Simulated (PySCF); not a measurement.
SiBr2F, SMILES F[Si](Br)Br, multiplicity 2.

The structure is a stationary point at B3LYP-D3(BJ)/def2-SVP.

Two levels are set side by side: PBE/def2-TZVPD (PySCF) and B3LYP/def2-TZVPD (PySCF). Same geometry, gas phase. Differences are taken from unrounded values.

```csv
quantity,B3LYP,PBE,PBE minus B3LYP
α-spin orbital gap (eV),6.07,4.51,-1.56
β-spin orbital gap (eV),4.41,2.96,-1.45
dipole moment (D),0.92,0.79,-0.13
mean polarisability (bohr³),73.9,76.2,2.3
```

PBE's more diffuse valence density responds more strongly to a field. Differences between two approximate levels are no errors against the true value.

Rough cost on one machine, each run with all the roots and properties that it gave: B3LYP against PBE within a factor of 2.
